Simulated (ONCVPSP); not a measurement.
# technetium, ONCV: configuration errors across variants

ONCVPSP 4.0.1 input, shortened (lines: element, Z, core and valence counts, functional; n l f; lmax; l rc ep ncon nbas qcut; lloc lpopt rc5 dvloc0; l nproj debl; icmod fcfact rcfact), LDA (Perdew-Wang 92), scalar-relativistic:

```
  Tc 43.00    6    4  -001012      upf
    1    0    2.00
    2    0    2.00
    2    1    6.00
    3    0    2.00
    3    1    6.00
    3    2   10.00
    4    0    2.00
    4    1    6.00
    4    2    5.00
    5    0    1.50
    2
    0    1.95    0.00    4    8    5.40
    1    1.85    0.00    4    7    8.80
    2    2.40    0.00    4    9    5.30
    4    5    1.55    0.00
    0    2    3.00
    1    1    2.50
    2    2    3.30
    3    3.75    1.50
```

All-electron excitation energies from the reference (eV): (1) 4s2 4p6 4d5 5s2 -3.404; (2) 4s2 4p6 4d5 5s1 5.020; (3) 4s2 4p6 4d5 5s0 20.215; (4) 4s2 4p6 4d4 5s2 5p1 3.206.

2 further variants failed, have other tests or another functional or relativity, and are left out.

A true bound ghost makes a file unfit for plane-wave use even where its test errors are small: the radial tests pick states by their node count and pass the ghost by.

Errors AE − PS in meV (a dash: test not solved or not reliable):

| change | (1) | (2) | (3) | (4) | bound ghosts | GHOST(+) flags above zero |
| --- | --- | --- | --- | --- | --- | --- |
| base | +0.5 | -1.0 | -7.6 | +66 | none | none |
| core correction Teter function, fcfact 4, rcfact 1.75 | +0.5 | -1.1 | -8.5 | +62 | none | none |
| all radii but the core radius scaled by about 0.95 (s 1.84, p 1.76, d 2.28 bohr); local potential polynomial inside 1.46 bohr (lpopt 5, dvloc0 0 Ha) | +0.4 | -1.1 | -9.9 | +83 | d | none |
| d: rc 2.3 | +0.5 | -1.0 | -7.8 | +57 | none | none |
| core correction Teter function, fcfact 2.7, rcfact 1.5 | +0.5 | -1.0 | -7.3 | +67 | none | none |

**Question.** Give the same row for: core correction Teter function, fcfact 3.75, rcfact 1.16.

**Answer.** +0.6, -0.9, -7.0, +68; bound ghosts: none; GHOST(+) flags above zero: none.
